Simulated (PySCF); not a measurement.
Charge-transfer reorganisation: SMILES c1ccc2c[nH]cc2c1, C$_{8}$H$_{7}$N

Geometry (Å), atoms numbered from 1 in this order:
```xyz
16

C    -2.113   -0.509   -0.003
C    -1.967    0.893    0.242
C    -0.739    1.476    0.319
C     0.417    0.665    0.151
C     1.777    0.931    0.171
N     2.419   -0.244   -0.050
C     1.547   -1.271   -0.214
C     0.270   -0.746   -0.096
C    -1.030   -1.317   -0.170
H    -3.114   -0.927   -0.056
H    -2.861    1.496    0.368
H    -0.640    2.541    0.505
H     2.321    1.852    0.323
H     3.417   -0.341   -0.087
H     1.889   -2.278   -0.400
H    -1.153   -2.380   -0.356
```

Computed with UKS BHandHLYP/def2-SV(P) four-point reorganisation energy, gas phase in PySCF. Geometry: BHandHLYP/def2-SV(P).

**Question.** What is the inner reorganisation energy for hole transfer, with the ionisation energy?

**Answer.** λ = 0.116 (surface of the oxidised species) + 0.109 (surface of the starting species) = 0.225 eV. The ionisation energy is 6.89 eV vertical and 6.77 eV adiabatic without zero-point energy; at the relaxed geometry of the oxidised species the two energies differ by 6.66 eV. Largest bond changes: C1–C2 1.430 → 1.396 Å, C2–C3 1.362 → 1.394 Å, C9–C1 1.362 → 1.394 Å, C8–C9 1.422 → 1.394 Å, C3–C4 1.422 → 1.394 Å. ⟨S²⟩ of the relaxed oxidised species 0.786.
